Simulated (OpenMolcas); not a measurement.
**Pr4+: effect of the IPEA shift**

```
Program             : OpenMolcas 26.06
Basis               : ANO-RCC-VTZP [8s7p5d3f2g1h]
Scalar Hamiltonian  : DKH2, point nucleus
Active space        : 1 electron in 12 orbitals (RAS2 4f; RAS3 5d, at most 1 electron)
State averaging     : 2S+1 = 2 odd, 7 roots; 2S+1 = 2 even, 5 roots
Spin-orbit coupling : state interaction with AMFI integrals over the reference wave functions, term energies averaged over their components
```

Methods on the same reference wave functions:
A. RASSCF
B. SS-RASPT2, IPEA 0 Eh, imaginary shift 0.1 Eh (closed shells correlated: 5s 5p)
C. SS-RASPT2, IPEA 0.25 Eh, imaginary shift 0.1 Eh (closed shells correlated: 5s 5p)

Energies in cm⁻¹ above 4f ²F°_5/2, the measured ground level; measured values from Martin, Zalubas and Hagan, Atomic Energy Levels: The Rare-Earth Elements, NSRDS-NBS 60 (1978).

```
     Level       A       B       C  Measured
4f ²F°_5/2     0.0     0.0     0.0       0.0
4f ²F°_7/2    3184    3180    3180      3027
 5d ²D_3/2  114211  113060  113850    115052
 5d ²D_5/2  117329  116180  116970    118514
```

Deviations, from unrounded energies. A percentage is the sum of absolute deviations over the sum of measured energies, with the sign that they share, or ± where signs differ.

```json
{"Against measurement": "mean absolute deviation (cm-1)", "Levels": "3", "A": "730", "B": "1500", "C": "970"}
{"Against measurement": "fine structure of the ground term (%)", "Levels": "1", "A": "+5.2", "B": "+5.2", "C": "+5.2"}
{"Against measurement": "other configurations (%)", "Levels": "2", "A": "-0.9", "B": "-1.9", "C": "-1.2"}
```

A lies closest to measurement on these levels and B furthest from it. The largest miss of A in the table is 5d ²D_5/2, by -1200 cm-1. The ranking rests on the paired levels alone, and a cruder setting can come out closer through cancelling errors.

Between B and C the level of the table that moves most is 5d ²D_5/2, by 790 cm-1 (lowest in B, highest in C). Moves below CASPT2's spread within the term are not significant.

The lowest spin-free term lies below A's lowest term by 0.210 hartree in B, 0.209 hartree in C.

CASPT2 breaks the degeneracy within a term, and the mean is taken; among the terms shown or strongly mixed into the levels shown the widest spread is 110 cm-1 (4f ²F°, C). With one active electron the reference holds no correlation, so core polarisation is missing (holds for A). With one active electron, CASPT2 adds the correlation within the correlated inactive shells and between them and that electron, and leaves the splitting within a term as the reference gives it (holds for B; C). Computed and measured levels are paired by configuration, term and J; levels that our copy of the source lacks, or whose pairing is in doubt (as where it misses far off the trend of its configuration), stay unpaired and out of the deviations. Only configurations of the active space appear.

° marks odd parity.
